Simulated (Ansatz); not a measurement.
BaF2, charge +1, doublet, at a GFN2-xTB geometry (such geometries of metal compounds can be far from the true shape) (a state made from the parent by changing its charge; the spin is typed, not shown lowest) (core potentials on Ba). Base run: PBE/def2-TZVP run with Ansatz (a quantum-chemistry and plane-wave program).

Input for Ansatz:
Ansatz 0.2 input:
```yaml
crystal:
  periodic: [false, false, false]
  atoms:
    - {symbol: Ba, position_ang: [0.24590841, 0.26552384, 0.24588166]}
    - {symbol: F, position_ang: [-0.97404067, 0.32198571, -1.79572242]}
    - {symbol: F, position_ang: [-0.55605609, -1.97413404, 0.26579212]}
basis:
  gaussian:
    orbitals: def2-TZVP
hamiltonian:
  xc: pbe
total_charge: 1
magnetization: {spin_polarized: true, initial_magnetization: 1}
```

Each row names what was changed in the base input (with any setting that the change needs).

```
change              basis functions      E (Eh)  core-seconds (rough)
------------------  ---------------  ----------  --------------------
base                            102  -224.88662                    20
basis = def2-SVP                 58  -224.61330                    10
basis = def2-SV(P)               58  -224.61330                    10
basis = def2-SVPD                79  -224.63408                    20
basis = def2-TZVPP              102  -224.88662                    20
basis = def2-TZVPD              120  -224.89110                    20
basis = def2-QZVP               174  -224.90184                    30
basis = def2-QZVPP              174  -224.90184                    40
```

Totals compare only among sets that treat the same electrons; sets with core potentials leave the core out.
